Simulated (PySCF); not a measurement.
```xyz
3
charge 0 multiplicity 2, angstrom
Ir    0.0589    0.0000    0.0000
N     1.6712    0.0000    0.0000
F    -1.8300    0.0000    0.0000
```

All numbers come from UPBE0/[Ir def2-TZVP with ECP60, N def2-TZVP, F def2-TZVP], scalar-relativistic core potentials, density fitting, no spin–orbit coupling, PySCF.

This geometry of FIrN is a stationary point at this level.

(1) What is the point group?

(2) Is it a minimum?

(3) What are the dipole moment and the gap between the highest occupied and lowest empty levels of either spin?

(4) Give the atomic charges and bond orders.

(5) What is the atomisation energy, with and without zero-point energy?

## Answers

(1) C∞v.

(2) Yes: all harmonic wavenumbers are real, though the softest, 42 cm⁻¹, leaves little margin.

(3) 1.04 D and 2.93 eV.

(4) 
```json
{"atom": "Ir1", "Mulliken": "0.76", "Löwdin": "0.56", "polar tensor": "1.06", "spin (Mulliken)": "0.84", "Mayer order to Ir1": "–"}
{"atom": "N2", "Mulliken": "-0.26", "Löwdin": "-0.19", "polar tensor": "-0.38", "spin (Mulliken)": "0.17", "Mayer order to Ir1": "2.95"}
{"atom": "F3", "Mulliken": "-0.49", "Löwdin": "-0.36", "polar tensor": "-0.68", "spin (Mulliken)": "-0.02", "Mayer order to Ir1": "0.73"}
```

(5) 918 kJ/mol without, 907 kJ/mol with.

This need not be the most stable arrangement of these atoms. Other spin states or occupations of the open shell can lie lower. Spin–orbit coupling, left out here, can matter for elements this heavy.
